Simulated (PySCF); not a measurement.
Delta-SCF ions had no search for a lower state. Excitations are Tamm–Dancoff values on a coarser integration grid. The basis has no diffuse functions, so Rydberg states are missing or too high.

H$_{6}$O$_{2}$Si$_{3}$, SMILES `O[Si@@H]1O[SiH2][SiH2]1` (H–O–Si–Si torsion 179°) (charge 0, multiplicity 1)

Method: ωB97X-D3(BJ)/def2-TZVP // B3LYP-D3(BJ)/def2-TZVP in PySCF.

* **HOMO**: -9.56 eV
* **dipole moment**: 0.139 e·Å
* **LUMO**: 1.38 eV
* **HOMO–LUMO gap**: 10.94 eV
* **S1 excitation (TDA)**: 5.56 eV
* **S1 oscillator strength**: 0.006
* **brightest of the four lowest singlets (TDA)**: 6.15 eV
* **T1 excitation (TDA)**: 4.93 eV
* **S1–T1 gap (TDA)**: 0.63 eV
* **vertical ionisation energy (Delta-SCF)**: 9.39 eV
* **total energy**: -1022.8548 Ha
* **cost**: about 4 core-minutes (a rough figure)

```xyz
11

O      0.6153     1.3879     1.8362
Si     0.5159     1.0512     0.2296
O     -1.0591     0.8810    -0.3041
Si    -1.3603    -0.7280    -0.6866
Si     0.9038    -1.2262    -0.2412
H      0.4566     2.2869     2.1370
H      1.1537     2.1421    -0.5446
H     -1.8308    -0.8411    -2.0869
H     -2.3943    -1.2975     0.2093
H      1.2511    -2.1352     0.8753
H      1.7480    -1.5211    -1.4239
```
